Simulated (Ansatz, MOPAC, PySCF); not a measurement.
Complex: H2S (SMILES S) (first 3 atoms) with CH3I (SMILES CI); geometry from B3LYP-D3(BJ)/def2-TZVP, rigid monomers moved along the line of their centres of mass till H3···I5 is 2.74 Å.
(charge 0, multiplicity 1):
```xyz
8

S     -0.1442    -0.4662    -0.6813
H     -0.5490    -1.7403    -0.8064
H     -0.8993    -0.2756     0.4160
C      1.1747    -1.1679     2.6405
I     -0.8954    -0.7795     3.1111
H      1.3971    -2.1733     2.9787
H      1.2757    -1.0708     1.5649
H      1.7663    -0.4298     3.1694
```

Monomers are frozen at their geometry in the pair; levels with a basis set take the counterpoise correction. Rows marked so take none.

Frozen-core correlation. Filled d and f shells under p-block atoms count as core. CBS(a, b) extrapolates the correlation energy as X⁻³ and adds the Hartree–Fock energy of set b. Rows in 3-21G, LANL2DZ, STO-3G carry no dispersion term and start afresh at each structure; the Pople sets are all-electron and without relativity. LANL2DZ brings its own core potentials from Na on. The state that AM1, PM3, PM6, PM7 reach isn't checked; PM7 holds dispersion and hydrogen-bond terms.

Run with Ansatz (Gaussian orbitals); MOPAC for AM1, PM3, PM6, PM7 (differences of heats of formation); PySCF for 3-21G rows, LANL2DZ rows, STO-3G rows, the dispersion terms.  In def2 rows elements past Kr take small-core potentials, without spin–orbit coupling.

Other levels give for the interaction energy: PBE/def2-TZVPPD -4.0; B3LYP/def2-TZVPPD 3.5; B3LYP-D3(BJ)/def2-TZVPPD -8.9; wB97M-V/def2-TZVPPD -5.7; CCSD(T)/CBS(def2-SVPD, def2-TZVPPD) -4.0 kJ/mol.

Problem. What do these common cheap choices give for the same quantity: AM1, PM3, PM6, PM7, HF/STO-3G (no counterpoise), HF/3-21G (no counterpoise), B3LYP/3-21G (no counterpoise), B3LYP/LANL2DZ (no counterpoise)?

Solution. AM1 -1.4; PM3 3.3; PM6 -10.6; PM7 4.6; HF/STO-3G (no counterpoise) 4.7; HF/3-21G (no counterpoise) 5.1; B3LYP/3-21G (no counterpoise) -6.8; B3LYP/LANL2DZ (no counterpoise) 1.2 kJ/mol. They span -10.6 to 5.1 kJ/mol.

Ansatz is a first-principles code.
